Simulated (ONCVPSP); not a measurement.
**What one change does to a pseudopotential (Hf, ONCV)**

| Property | Result |
| --- | --- |
| Element | hafnium (Hf) |
| Generator | ONCVPSP 4.0.1 |
| Type | optimised norm-conserving Vanderbilt (ONCV) |
| Functional | LDA (Perdew-Wang 92) |
| Relativity | fully relativistic |
| Frozen core | [Kr] 4d10 4f14 |
| Valence charge | 12 |
| Reference configuration | 5s2 5p6 5d2 6s2 |
| Partial waves | 5s+6s: rc 1.70 bohr, ncon 4, nbas 8, qcut 9.1 1/bohr, 2 projectors; 5p: rc 1.35 bohr, ncon 3, nbas 7, qcut 5.1 1/bohr, 2 projectors, debl 0.6 Ha; 5d: rc 2.60 bohr, ncon 4, nbas 8, qcut 4.8 1/bohr, 2 projectors, debl 2.5 Ha |
| Local potential | polynomial inside 0.95 bohr (lpopt 5, dvloc0 0 Ha) |
| Core correction | none |

Open shells are filled in proportion to 2j + 1.

In the p channel the program set the typed energies aside and used -1.231, 0.250 Ha (j = l + 1/2; the other j can differ).

Change: p: qcut 6.5.

Cutoffs: the cutoffs (Ha) at which the residual kinetic energy of the hardest occupied pseudo-wave falls to 1 and 0.1 mHa per electron; they do not see the model core or the augmentation charge, which bear on the density cutoff. Errors are all-electron minus pseudo energies relative to the spin-unpolarised reference configuration.

**Question.** How do hardness, ghosts and transferability respond?

**Answer.** The potential gets softer (77 Ha and 125 Ha → 24 Ha and 90 Ha); both files keep a bound ghost (s); the errors of the 3 common tests hardly move.

```csv
quantity,base,changed
"cutoff, loose",77 Ha,24 Ha
"cutoff, tight",125 Ha,90 Ha
loose cutoff by channel,"s 24 Ha, p 77 Ha, d 9.3 Ha","s 24 Ha, p 22 Ha, d 9.3 Ha"
bound ghosts,s,s
GHOST(+) flags under 300 eV,"d5/2 at 147.1 eV, p3/2 at 172.2 eV, d3/2 at 174.8 eV, p1/2 at 196.5 eV","d5/2 at 147.1 eV, d3/2 at 174.8 eV, p3/2 at 175.8 eV, p1/2 at 201.8 eV"
"tests counted (converged, no solver errors)",3 of 4,3 of 4
"error for 5s2 5p6 5d2 6s1, meV [ΔE 8.19 eV]",+2.4,+2.4
"error for 5s2 5p6 5d2 6s0, meV [ΔE 22.69 eV]",+13,+13
"error for 5s2 5p6 5d2 6s0 6p2, meV [ΔE 8.00 eV]",+3.7,+3.9
s: phases at 1.73 bohr within 0.05 rad from the reference energy up to (Ha; the scan ends near 5),to the end of the scan,to the end of the scan
p3/2: phases at 1.37 bohr within 0.05 rad from the reference energy up to (Ha; the scan ends near 5),to the end of the scan,to the end of the scan
p1/2: phases at 1.37 bohr within 0.05 rad from the reference energy up to (Ha; the scan ends near 5),to the end of the scan,to the end of the scan
d5/2: phases at 2.64 bohr within 0.05 rad from the reference energy up to (Ha; the scan ends near 5),to the end of the scan,to the end of the scan
d3/2: phases at 2.64 bohr within 0.05 rad from the reference energy up to (Ha; the scan ends near 5),to the end of the scan,to the end of the scan
```

Base: Tests not counted: 5s2 5p6 5d1 6s0 (no result). These tests converged, but a pseudo level misses the all-electron one widely, so the file describes the atom poorly there or has found another state: 5s2 5p6 5d2 6s0 6p2: empty 6s by 10.8 eV. Changed file: Tests not counted: 5s2 5p6 5d1 6s0 (no result). These tests converged, but a pseudo level misses the all-electron one widely, so the file describes the atom poorly there or has found another state: 5s2 5p6 5d2 6s0 6p2: empty 6s by 10.8 eV. A true bound ghost makes a file unfit for plane-wave use even where its test errors are small: the radial tests pick states by their node count and pass the ghost by.
